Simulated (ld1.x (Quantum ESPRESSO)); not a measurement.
# antimony (Sb): TM pseudisation with LDA (PZ), scalar-relativistic reference atom.

```json
{
  "Element": "Sb",
  "Generator": "ld1.x (Quantum ESPRESSO) 7.5",
  "Type": "norm-conserving Troullier–Martins (Kleinman–Bylander form)",
  "Functional": "LDA (PZ)",
  "Relativity": "scalar-relativistic",
  "Frozen core": "[Kr]",
  "Valence charge": "15",
  "Reference configuration": "4d10 5s2 5p3",
  "Partial waves": "5s (bound): rc 1.85 bohr; 5p (bound): rc 1.85 bohr; 4d (bound): rc 0.95 bohr",
  "Local potential": "all-electron potential smoothed inside 1.20 bohr (lloc = -1)",
  "Core correction": "Bessel-smoothed model core, default radius (core density twice the valence density)"
}
```

All-electron outer shells of the reference configuration (LDA (PZ), scalar-relativistic, ld1.x):

| shell | level (eV) | outermost node (bohr) | outermost maximum (bohr) |
| --- | --- | --- | --- |
| 4s | -148.49 | 0.39 | 0.73 |
| 4p | -101.60 | 0.39 | 0.76 |
| 4d | -33.55 | 0.38 | 0.84 |
| 5s | -13.09 | 0.95 | 1.88 |
| 5p | -5.00 | 1.04 | 2.32 |

Q: Does the generator finish with these settings?

A: Yes, a potential is produced and its reference levels are reproduced.

Q: Estimate the cutoffs (Ry, on a coarse ladder) from which the occupation-weighted sum of valence levels, in a spherical-Bessel basis at the reference potential, stays within 10 and 1 mRy of its value at 400 Ry.

A: 120 Ry and 160 Ry.

Q: Does the potential have ghost states?

A: Ghost states, extra bound levels that the all-electron valence spectrum of the same l lacks: s at -194.1 eV, p at -45.6 eV. A true bound ghost makes a file unfit for plane-wave use.

Q: Which valence shell sets the plane-wave cutoff?

A: 4d: its level needs 120 Ry to come within 1 mRy, against 30 Ry for 5s.

Q: Tests: 4d10 5s2 5p2; 4d10 5s2 5p1; 4d10 5s2 5p0; 4d9 5s2 5p3; 4d10 5s1 5p4; 4d9 5s2 5p4; 4d10 5s1 5p3. Which has the largest error in its energy relative to the reference configuration, and how large is it?

A: 4d9 5s2 5p4, with -314 meV (all-electron minus pseudo) on +31.00 eV.
